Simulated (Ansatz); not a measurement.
```yaml
crystal:
  periodic: [false, false, false]
  atoms:
    - {symbol: As, position_ang: [-2.379473, -0.230539, 0.223703]}
    - {symbol: As, position_ang: [1.564445, 0.274013, -1.015905]}
    - {symbol: As, position_ang: [-0.828152, 1.490785, -0.448742]}
    - {symbol: As, position_ang: [1.217310, -1.292744, 0.875793]}
    - {symbol: As, position_ang: [1.010218, 1.183083, 1.224661]}
    - {symbol: As, position_ang: [-0.584337, -1.424598, -0.859500]}
basis:
  gaussian: {orbitals: def2-SVP, initial_orbitals: start.molden}
total_charge: 1
magnetization: {spin_polarized: true, initial_magnetization: 1}
hamiltonian: {xc: {name: wB97X-V}}
scf: {omitted_lower_state_checks: [starts]}
output: {orbitals: {seedname: orbitals}}
```

The file start.molden holds the orbitals of an earlier run on this structure, at another level or in another basis.

```sh
$ ansatz run in.yaml --threads 4 --pin off --events-out ev --progress --plain --max-ram 4787MiB
```

(1) Does this run fit into the memory that it is given?

Results:

(1) No. It has 192 basis functions, and Ansatz plans for 6 GiB where 5 GiB are given.
